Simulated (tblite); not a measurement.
C7H7N.
Bonds: N1–C2, C2–C3 (aromatic), C3–C4 (aromatic), C4–C5 (aromatic), C5–C6 (aromatic), C6–C7 (aromatic), C6–C8, C2–C7 (aromatic), C5–C8. Hydrogens: H9, H10 on N1; H11 on C3; H12 on C4; H13 on C7; H14, H15 on C8.

Computed with GFN2-xTB (tblite), gas phase: Langevin dynamics at 600 K from the optimised GFN2-xTB geometry, time step 0.5 fs, friction 0.01 fs⁻¹, 2000 steps. The instantaneous temperature is 2·E(kin)/(3Nk) with all 3N coordinates.

```csv
t (fs),T (K),E(pot) above start (eV),N1–C2 (Å),C2–C3 (Å),C3–C4 (Å),C4–C5 (Å),C5–C6 (Å),N1–H9 (Å)
0,478,0.000,1.385,1.394,1.407,1.356,1.380,1.007
25,231,0.592,1.357,1.391,1.393,1.309,1.373,1.026
50,427,0.417,1.400,1.428,1.370,1.359,1.335,1.003
75,376,0.579,1.365,1.358,1.417,1.370,1.368,1.018
100,343,0.612,1.385,1.328,1.451,1.300,1.424,0.972
125,338,0.745,1.431,1.345,1.448,1.356,1.421,1.027
150,406,0.581,1.401,1.375,1.434,1.371,1.365,0.995
175,634,0.662,1.368,1.378,1.402,1.322,1.334,1.045
200,688,0.836,1.402,1.402,1.453,1.329,1.397,0.976
225,620,0.981,1.371,1.380,1.464,1.333,1.470,1.016
250,704,0.792,1.356,1.479,1.408,1.376,1.367,1.013
275,576,0.828,1.335,1.440,1.431,1.377,1.323,0.970
300,546,1.249,1.382,1.419,1.483,1.297,1.305,1.047
325,592,1.204,1.328,1.402,1.427,1.350,1.397,0.975
350,564,1.232,1.378,1.402,1.508,1.379,1.491,1.049
375,667,1.037,1.329,1.372,1.465,1.458,1.355,0.999
400,645,1.179,1.347,1.445,1.459,1.382,1.330,1.003
425,642,1.500,1.369,1.484,1.482,1.315,1.445,1.059
450,750,1.450,1.345,1.369,1.459,1.368,1.374,0.926
475,679,1.265,1.362,1.370,1.451,1.439,1.332,1.052
500,712,1.531,1.384,1.447,1.470,1.325,1.482,1.052
525,800,1.187,1.363,1.425,1.462,1.263,1.399,0.974
550,720,1.129,1.367,1.366,1.387,1.364,1.297,1.050
575,672,1.150,1.418,1.376,1.367,1.398,1.358,0.992
600,571,1.494,1.390,1.407,1.381,1.335,1.452,1.024
625,462,1.420,1.354,1.304,1.434,1.299,1.438,0.979
650,638,0.948,1.345,1.373,1.445,1.341,1.406,1.033
675,591,1.110,1.349,1.390,1.395,1.359,1.349,1.045
700,584,1.185,1.344,1.325,1.371,1.340,1.363,0.965
725,649,1.130,1.484,1.313,1.456,1.327,1.406,1.107
750,556,0.988,1.365,1.330,1.401,1.303,1.405,0.959
775,587,0.821,1.427,1.394,1.400,1.396,1.409,1.037
800,535,0.956,1.389,1.416,1.339,1.385,1.357,1.016
825,708,0.575,1.372,1.415,1.371,1.349,1.346,0.985
850,563,0.916,1.392,1.403,1.468,1.328,1.414,1.110
875,441,1.231,1.392,1.391,1.482,1.362,1.461,0.945
900,618,0.908,1.339,1.381,1.416,1.381,1.391,1.098
925,462,1.058,1.431,1.364,1.408,1.349,1.400,0.990
950,632,0.823,1.419,1.370,1.379,1.334,1.444,1.045
975,580,0.869,1.466,1.401,1.383,1.400,1.353,0.989
1000,480,1.174,1.460,1.388,1.403,1.406,1.355,1.012
```

Task: From 500 fs on, how do temperature and potential energy compare with equipartition?

Result: The mean temperature of these 21 frames is 598 K against the target 600 K, and the mean potential energy 1.08 eV against 39 × kT/2 = 1.01 eV for 39 classical harmonic modes. For 15 atoms in a canonical ensemble the temperature itself scatters by T·√(2/(3N)) = 126 K; here its standard deviation is 92 K. The whole run lasts only 10 friction times of 100 fs, so these averages carry a wide statistical error.

Task: What are the kinetic and total energies of the listed frame with the highest potential energy?

Result: The one at 500 fs, 1.531 eV above the start. Its kinetic energy is 3NkT/2 = 1.381 eV at 712 K, so the sum is 2.91 eV; over the listed frames the sum runs from 0.93 to 2.91 eV, since the thermostat adds and removes energy.

Task: How much do the listed bonds fluctuate from 500 fs on?

Result: 
```json
{"bond": "N1–C2", "at the start (Å)": "1.385", "mean (Å)": "1.393", "standard deviation (Å)": "0.041"}
{"bond": "C2–C3", "at the start (Å)": "1.394", "mean (Å)": "1.380", "standard deviation (Å)": "0.036"}
{"bond": "C3–C4", "at the start (Å)": "1.407", "mean (Å)": "1.410", "standard deviation (Å)": "0.039"}
{"bond": "C4–C5", "at the start (Å)": "1.356", "mean (Å)": "1.350", "standard deviation (Å)": "0.036"}
{"bond": "C5–C6", "at the start (Å)": "1.380", "mean (Å)": "1.395", "standard deviation (Å)": "0.045"}
{"bond": "N1–H9", "at the start (Å)": "1.007", "mean (Å)": "1.019", "standard deviation (Å)": "0.047"}
```

The motion is classical and holds no zero-point motion.

The cost below is that of the whole dynamics run. Hardware: Arm Neoverse V1, one thread, no GPU, shared host with 32 logical CPUs at a one-minute load of 16. Cost: 11 s, 0.18 GiB resident at most.
